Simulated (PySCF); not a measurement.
PySCF input file for Al(H)2(vinyl) (C2H5Al), SMILES C=[CH][AlH2], TDDFT-B3LYP/def2-SVPD. Coordinates come from a PBE0-D3(BJ)/def2-TZVP optimisation.

```python
import numpy as np
from pyscf import gto, scf, dft, tdscf

mol = gto.M(
    atom='''
    Al   -0.08340955    1.17214444    0.00000000
    H    -1.65987651    1.36816254   -0.00000001
    H     0.89920942    2.41924634    0.00000001
    C     0.56946772   -0.65258822   -0.00000000
    C    -0.30348576   -1.66498247    0.00000000
    H     1.62702879   -0.91676617    0.00000000
    H     0.00029623   -2.71064023    0.00000000
    H    -1.37822552   -1.49245598   -0.00000000
    ''',
    basis='def2-SVPD',
    charge=0,
    spin=0,
    symmetry=True,
    max_memory=1600,
    verbose=4,
)
mf = dft.RKS(mol, xc='b3lyp').density_fit(auxbasis='def2-universal-jkfit')
mf.grids.level = 3
mf.conv_tol = 1e-9
mf.max_cycle = 100
mf.kernel()
mf.grids = dft.Grids(mol).set(level=1).build(with_non0tab=True)  # coarser grid for the response kernel
td = tdscf.TDDFT(mf)
td.singlet = True
td.nstates = 10
td.conv_tol = 1e-4
td.kernel(x0=td.get_init_guess(mf, 15))
td.analyze()
tt = tdscf.TDA(mf)
tt.singlet = False
tt.nstates = 4
tt.conv_tol = 1e-4
tt.kernel(x0=tt.get_init_guess(mf, 9))
tt.analyze(verbose=3)
```

Output:

```
PySCF version 2.14.0

[INPUT] verbose = 4
[INPUT] num. atoms = 8
[INPUT] num. electrons = 30
[INPUT] charge = 0
[INPUT] spin (= nelec alpha-beta = 2S) = 0
[INPUT] symmetry True subgroup None
[INPUT] Mole.unit = angstrom
[INPUT] Symbol           X                Y                Z      unit          X                Y                Z       unit  Magmom
[INPUT]  1 Al    -0.083409550000   1.172144440000   0.000000000000 AA   -0.157621205673   2.215031970032   0.000000000000 Bohr   0.0
[INPUT]  2 H     -1.659876510000   1.368162540000  -0.000000010000 AA   -3.136712004499   2.585452494489  -0.000000018897 Bohr   0.0
[INPUT]  3 H      0.899209420000   2.419246340000   0.000000010000 AA    1.699259532429   4.571713010456   0.000000018897 Bohr   0.0
[INPUT]  4 C      0.569467720000  -0.652588220000   0.000000000000 AA    1.076138027581  -1.233213007917   0.000000000000 Bohr   0.0
[INPUT]  5 C     -0.303485760000  -1.664982470000   0.000000000000 AA   -0.573504969105  -3.146360870502   0.000000000000 Bohr   0.0
[INPUT]  6 H      1.627028790000  -0.916766170000   0.000000000000 AA    3.074638809882  -1.732436981566   0.000000000000 Bohr   0.0
[INPUT]  7 H      0.000296230000  -2.710640230000   0.000000000000 AA    0.000559793570  -5.122367656928   0.000000000000 Bohr   0.0
[INPUT]  8 H     -1.378225520000  -1.492455980000   0.000000000000 AA   -2.604468770686  -2.820333055169   0.000000000000 Bohr   0.0

nuclear repulsion = 84.0860459765719
point group symmetry = Cs
symmetry origin: [1.25981741e-09 5.03926974e-09 0.00000000e+00]
symmetry axis x: [1.00000000e+00 5.88361369e-10 2.39182076e-09]
symmetry axis y: [-5.88361369e-10  1.00000000e+00  1.90450610e-10]
symmetry axis z: [-2.39182076e-09 -1.90450689e-10  1.00000000e+00]
num. orbitals of irrep A' = 75
num. orbitals of irrep A" = 29
number of shells = 46
number of NR pGTOs = 152
number of NR cGTOs = 104
basis = def2-SVPD
ecp = {}


******** <class 'pyscf.df.df_jk.DFSymAdaptedRKS'> ********
method = DFSymAdaptedRKS
initial guess = minao
damping factor = 0
level_shift factor = 0
DIIS = <class 'pyscf.scf.diis.CDIIS'>
diis_start_cycle = 1
diis_space = 8
diis_damp = 0
SCF conv_tol = 1e-09
SCF conv_tol_grad = None
SCF max_cycles = 100
direct_scf = False
XC library pyscf.dft.libxc version 7.1.2
    S. Lehtola, C. Steigemann, M. J. T. Oliveira, and M. A. L. Marques,  SoftwareX 7, 1–5 (2018)
XC functionals = b3lyp
    P. J. Stephens, F. J. Devlin, C. F. Chabalowski, and M. J. Frisch,  J. Phys. Chem. 98, 11623 (1994)
radial grids:
    Treutler-Ahlrichs [JCP 102, 346 (1995); DOI:10.1063/1.469408] (M4) radial grids

becke partition: Becke, JCP 88, 2547 (1988); DOI:10.1063/1.454033
pruning grids: <function nwchem_prune>
grids dens level: 3
symmetrized grids: True
atomic radii adjust function: <function treutler_atomic_radii_adjust>
small_rho_cutoff = 0
Freeze 0 electrons in irreps []
    30 free electrons in irreps A' A"
Set gradient conv threshold to 3.16228e-05
Initial guess from minao.
tot grids = 96456
******** <class 'pyscf.df.df.DF'> ********
auxbasis = def2-universal-jkfit
init E= -321.430443154638
HOMO (A') = -0.327200929587589  LUMO (A") = -0.116427613711485  gap/eV = 5.73543
cycle= 1 E= -321.462531801961  delta_E= -0.0321  |g|= 0.357  |ddm|= 3.49
HOMO (A") = -0.222365262943926  LUMO (A") = -0.056191314944146  gap/eV = 4.52182
cycle= 2 E= -321.440791673735  delta_E= 0.0217  |g|= 0.448  |ddm|= 1.04
HOMO (A') = -0.291846547672255  LUMO (A") = -0.0701847098821182  gap/eV = 6.03173
cycle= 3 E= -321.499711343318  delta_E= -0.0589  |g|= 0.0486  |ddm|= 0.589
HOMO (A') = -0.289997129256274  LUMO (A") = -0.0691066311456656  gap/eV = 6.01074
cycle= 4 E= -321.500153045729  delta_E= -0.000442  |g|= 0.0338  |ddm|= 0.0929
HOMO (A") = -0.290651481246551  LUMO (A") = -0.0688281083300324  gap/eV = 6.03612
cycle= 5 E= -321.500469521794  delta_E= -0.000316  |g|= 0.00431  |ddm|= 0.0399
HOMO (A') = -0.291167606732762  LUMO (A") = -0.0691231520359787  gap/eV = 6.04214
cycle= 6 E= -321.500475491012  delta_E= -5.97e-06  |g|= 0.000382  |ddm|= 0.00691
HOMO (A') = -0.291072302051488  LUMO (A") = -0.0690292937956114  gap/eV = 6.04210
cycle= 7 E= -321.500475547935  delta_E= -5.69e-08  |g|= 7.79e-05  |ddm|= 0.00144
HOMO (A') = -0.291078131485637  LUMO (A") = -0.0690356690160105  gap/eV = 6.04208
cycle= 8 E= -321.500475549843  delta_E= -1.91e-09  |g|= 1.84e-05  |ddm|= 0.000169
HOMO (A') = -0.291079524702884  LUMO (A") = -0.0690360924661713  gap/eV = 6.04211
cycle= 9 E= -321.500475549952  delta_E= -1.09e-10  |g|= 1.8e-06  |ddm|= 4.47e-05
HOMO (A') = -0.291079666924012  LUMO (A") = -0.0690360491406992  gap/eV = 6.04211
Extra cycle  E= -321.500475549953  delta_E= -8.53e-13  |g|= 1.73e-06  |ddm|= 5.73e-06
converged SCF energy = -321.500475549953
tot grids = 29072


******** <class 'pyscf.tdscf.rks.TDDFT'> for <class 'pyscf.df.df_jk.DFSymAdaptedRKS'> ********
nstates = 10 singlet
deg_eia_thresh = 1.000e-03
wfnsym = None
conv_tol = 0.0001
eigh lindep = 1e-12
eigh level_shift = 0
eigh max_cycle = 100


Excitation energies (eV)
[4.84575513 5.16682627 5.5980247  6.66682989 7.24777415 7.31433834
 7.38982321 7.48851058 7.65205612 7.74838212]

** Singlet excitation energies and oscillator strengths **
Excited State   1:   A"      4.84576 eV    255.86 nm  f=0.0013
      15 -> 16        0.70556
Excited State   2:   A"      5.16683 eV    239.96 nm  f=0.0001
      13 -> 16        0.70542
Excited State   3:   A'      5.59802 eV    221.48 nm  f=0.1387
      14 -> 16       -0.68861
      14 -> 17       -0.14423
Excited State   4:   A"      6.66683 eV    185.97 nm  f=0.0049
      15 -> 17        0.69881
Excited State   5:   A"      7.24777 eV    171.07 nm  f=0.0002
      13 -> 17        0.68992
      14 -> 18        0.12636
Excited State   6:   A"      7.31434 eV    169.51 nm  f=0.0513
      12 -> 16        0.25147
      13 -> 17       -0.11086
      14 -> 18        0.62869
      14 -> 19       -0.12981
Excited State   7:   A'      7.38982 eV    167.78 nm  f=0.0361
      14 -> 17       -0.20369
      15 -> 18       -0.66025
Excited State   8:   A"      7.48851 eV    165.57 nm  f=0.0569
      11 -> 16        0.16715
      12 -> 16       -0.62366
      14 -> 18        0.24001
Excited State   9:   A'      7.65206 eV    162.03 nm  f=0.0552
      13 -> 18        0.43783
      13 -> 20       -0.13292
      14 -> 17        0.42331
      15 -> 18       -0.19884
      15 -> 19       -0.21544
Excited State  10:   A'      7.74838 eV    160.01 nm  f=0.2098
      13 -> 18       -0.52491
      14 -> 17        0.36433
      15 -> 18       -0.12299
      15 -> 19       -0.21946

** Transition electric dipole moments (AU) **
state          X           Y           Z        Dip. S.      Osc.
  1         0.0000      0.0000     -0.1037      0.0108      0.0013
  2         0.0000      0.0000     -0.0330      0.0011      0.0001
  3        -0.1341     -0.9968      0.0000      1.0116      0.1387
  4        -0.0000     -0.0000     -0.1723      0.0297      0.0049
  5         0.0000      0.0000     -0.0297      0.0009      0.0002
  6         0.0000      0.0000     -0.5351      0.2863      0.0513
  7        -0.0121      0.4462      0.0000      0.1992      0.0361
  8         0.0000     -0.0000     -0.5567      0.3099      0.0569
  9        -0.1061     -0.5320      0.0000      0.2943      0.0552
 10        -0.5739     -0.8808     -0.0000      1.1051      0.2098

** Transition velocity dipole moments (imaginary part, AU) **
state          X           Y           Z        Dip. S.      Osc.
  1         0.0000      0.0000     -0.0167      0.0003      0.0010
  2         0.0000      0.0000     -0.0058      0.0000      0.0001
  3        -0.0270     -0.2065      0.0000      0.0434      0.1405
  4        -0.0000     -0.0000     -0.0441      0.0019      0.0053
  5         0.0000      0.0000     -0.0123      0.0002      0.0004
  6         0.0000      0.0000     -0.1613      0.0260      0.0645
  7        -0.0020      0.1214      0.0000      0.0148      0.0362
  8        -0.0000     -0.0000     -0.1614      0.0261      0.0631
  9        -0.0232     -0.1462     -0.0000      0.0219      0.0520
 10        -0.1642     -0.2514      0.0000      0.0902      0.2111

** Transition magnetic dipole moments (imaginary part, AU) **
state          X           Y           Z
  1         0.3401     -0.0302     -0.0000
  2         0.3864     -0.9956     -0.0000
  3         0.0000      0.0000      0.2172
  4         1.4242      0.7481      0.0000
  5         0.0128     -0.7610     -0.0000
  6        -0.6462     -0.1951     -0.0000
  7         0.0000      0.0000     -0.8610
  8         0.3755      0.9252      0.0000
  9         0.0000     -0.0000      1.2321
 10        -0.0000      0.0000     -0.3611


******** <class 'pyscf.tdscf.rks.TDA'> for <class 'pyscf.df.df_jk.DFSymAdaptedRKS'> ********
nstates = 4 triplet
deg_eia_thresh = 1.000e-03
wfnsym = None
conv_tol = 0.0001
eigh lindep = 1e-12
eigh level_shift = 0
eigh max_cycle = 100


Excitation energies (eV)
[3.98800314 4.45178393 4.80481927 6.02459367]

** Triplet excitation energies and oscillator strengths **
Excited State   1:   A'      3.98800 eV    310.89 nm  f=0.0000
Excited State   2:   A"      4.45178 eV    278.50 nm  f=0.0000
Excited State   3:   A"      4.80482 eV    258.04 nm  f=0.0000
Excited State   4:   A'      6.02459 eV    205.80 nm  f=0.0000
```

Self-consistency was reached.
